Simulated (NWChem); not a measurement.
All runs are NWChem calculations. System: C₂H₇FSi₂, charge 0, spin multiplicity 1, at a geometry optimised with PBE0/def2-SVP. The structure started from a generated list of species. Level: MP2/def2-SVP, 13 core orbitals frozen.

Output (cleaned and shortened):

```
             Northwest Computational Chemistry Package (NWChem) 7.3.0
             --------------------------------------------------------

                                NWChem Input Module
                                -------------------

 Scaling coordinates for geometry "geometry" by  1.889725989
 (inverse scale =  0.529177249)

 Turning off AUTOSYM since
 SYMMETRY directive was detected!

                             Geometry "geometry" -> ""
                             -------------------------

 Output coordinates in angstroms (scale by  1.889725989 to convert to a.u.)

  No.       Tag          Charge          X              Y              Z
 ---- ---------------- ---------- -------------- -------------- --------------
    1 F                    9.0000     1.25571000    -0.74816200     0.00000000
    2 C                    6.0000    -0.06697300    -0.47230600     0.00000000
    3 Si                  14.0000    -1.14897300    -2.02313100     0.00000000
    4 C                    6.0000    -0.45793500     0.80608500     0.00000000
    5 Si                  14.0000     0.75220400     2.24284500     0.00000000
    6 H                    1.0000    -0.85173000    -2.83755400     1.21406900
    7 H                    1.0000    -2.57572200    -1.59175400     0.00000000
    8 H                    1.0000    -0.85173000    -2.83755400    -1.21406900
    9 H                    1.0000    -1.53717200     0.98866700     0.00000000
   10 H                    1.0000     1.62279500     2.20811000     1.21281700
   11 H                    1.0000     1.62279500     2.20811000    -1.21281700
   12 H                    1.0000    -0.02641400     3.51676600     0.00000000

 Effective nuclear repulsion energy (a.u.)     267.2492135964

            Nuclear Dipole moment (a.u.)
            ----------------------------
        X                 Y               Z
 ---------------- ---------------- ----------------
    -0.0000037795     0.0000056692     0.0000000000

      Symmetry information
      --------------------

 Group name             Cs
 Group number              2
 Group order               2
 No. of unique centers    10

      Symmetry unique atoms

     1    2    3    4    5    6    7    9   10   12


 Summary of "ao basis" -> "" (spherical)
 ------------------------------------------------------------------------------
       Tag                 Description            Shells   Functions and Types
 ---------------- ------------------------------  ------  ---------------------
[...]
    4 C    6     6.42   1.99  0.88  0.36  2.01  1.16  0.03
    5 Si  14    13.28   2.00  1.99  0.94  0.15  5.94  1.23  0.81  0.22
    6 H    1     1.13   0.74  0.38  0.01
    7 H    1     1.14   0.74  0.39  0.01
    8 H    1     1.13   0.74  0.38  0.01
    9 H    1     0.92   0.74  0.15  0.03
   10 H    1     1.13   0.74  0.38  0.01
   11 H    1     1.13   0.74  0.38  0.01
   12 H    1     1.15   0.75  0.39  0.01

       Multipole analysis of the density wrt the origin
       ------------------------------------------------

     L   x y z        total         open         nuclear
     -   - - -        -----         ----         -------
     0   0 0 0     -0.000000      0.000000     56.000000

     1   1 0 0     -0.693438      0.000000     -0.000004
     1   0 1 0     -0.084974      0.000000      0.000006
     1   0 0 1      0.000000      0.000000      0.000000

     2   2 0 0    -36.144697      0.000000    205.677090
     2   1 1 0      0.861328      0.000000    214.869737
     2   1 0 1     -0.000000      0.000000      0.000000
     2   0 2 0    -35.230802      0.000000    641.849825
     2   0 1 1      0.000000      0.000000      0.000000
     2   0 0 2    -36.427661      0.000000     21.032773

                   NWChem MP2 Semi-direct Energy/Gradient Module
                   ---------------------------------------------

  Basis functions       =    113
  Molecular orbitals    =    113
  Frozen core           =     13
  Frozen virtuals       =      0
  Active alpha occupied =     15
  Active beta occupied  =     15
  Active alpha virtual  =     85
  Active beta virtual   =     85
  Use MO symmetry       = T
  Use skeleton AO sym   = T

  AO/Fock/Back tols     =   1.0D-09  1.0D-09  1.0D-09

 GA uses MA = F    GA memory limited = T

 Available:
  local mem=  1.15D+08
 global mem=  1.31D+08
 local disk=  0.00D+00
  mp2_memr nvloc                    85
  nvloc new                    85
   1 passes of  15:        3145728                      58561                  25806486.
   1 passes of  15: M    114683551           G      131046462           F     111537823.

 Semi-direct pass number   1 of   1  for RHF alpha+beta  at        3.8s
  vrange nnbf                  5948
  mp2_eaftype                    98  avail_ma_in_mb                   999
 EAF : mp2_eaftype filesize          98   12903243.
  mp2_eaf for mointskh                     98
Node 0 wrote     60.7 Mb in      0.0 s     Agg I/O rate:  2076.7 Mb/s
 Done moints_semi at        9.0s
  mp2_eaftype                    98  avail_ma_in_mb                   901
 EAF : mp2_eaftype filesize          98   12903243.
  mp2_eaf for kh                    98
 Done maket at        9.4s
 Done multipass loop at        9.4s

          -------------------------------------------
          SCF energy                -756.758544078677
          Correlation energy          -0.646810894555
          Singlet pairs               -0.430397642716
          Triplet pairs               -0.216413251839
          Total MP2 energy          -757.405354973232
          -------------------------------------------

          ---------------------------------------------------
                    Spin Component Scaled (SCS) MP2
          Same spin pairs                     -0.144275501226
          Same spin scaling factor             0.333333333333
          Opposite spin pairs                 -0.502535393329
          Opposite spin scaling fact.          1.200000000000
          SCS-MP2 correlation energy          -0.651134305737
          Total SCS-MP2 energy              -757.409678384414
          ---------------------------------------------------

 -----------------------
 Performance information
 -----------------------

 Timer overhead =  2.03D-07 seconds/call

               Nr. of calls         CPU time (s)                 Wall time (s)                GFlops
             ---------------    -------------------     ------------------------------   -------------------
Name         Min   Avg   Max    Min     Avg     Max     Min     Avg     Max   Mx/calls   Min     Max     Sum
mp2: moin     1     1     1    5.2     5.2     5.2      5.2     5.2     5.2     5.2      0.0     0.0     0.0
mp2: make     1     1     1   0.43    0.43    0.43     0.43    0.43    0.43    0.43      0.0     0.0     0.0
mp2: tota     1     1     1    5.7     5.7     5.7      5.7     5.7     5.7     5.7      0.0     0.0     0.0

 The average no. of pstat calls per process was 3.00D+00
 with a timing overhead of 6.08D-07s

 Task  times  cpu:        9.4s     wall:        9.4s

 Total times  cpu:        9.4s     wall:        9.4s
```

**Question.** Write an NWChem input that would produce this output.

**Answer.** Several could match; the one computed here: 
```
start mol
memory heap 200 mb stack 800 mb global 1000 mb
geometry units angstroms nocenter noautoz
  F      1.255710    -0.748162     0.000000
  C     -0.066973    -0.472306     0.000000
  Si    -1.148973    -2.023131     0.000000
  C     -0.457935     0.806085     0.000000
  Si     0.752204     2.242845     0.000000
  H     -0.851730    -2.837554     1.214069
  H     -2.575722    -1.591754     0.000000
  H     -0.851730    -2.837554    -1.214069
  H     -1.537172     0.988667     0.000000
  H      1.622795     2.208110     1.212817
  H      1.622795     2.208110    -1.212817
  H     -0.026414     3.516766     0.000000
  symmetry group Cs
end
basis spherical
  * library def2-svp
end
scf
  rhf
  nopen 0
  maxiter 100
  thresh 1e-7
  semidirect memsize 60000000 filesize 0
end
mp2
  freeze core 13
end
task mp2 energy
```
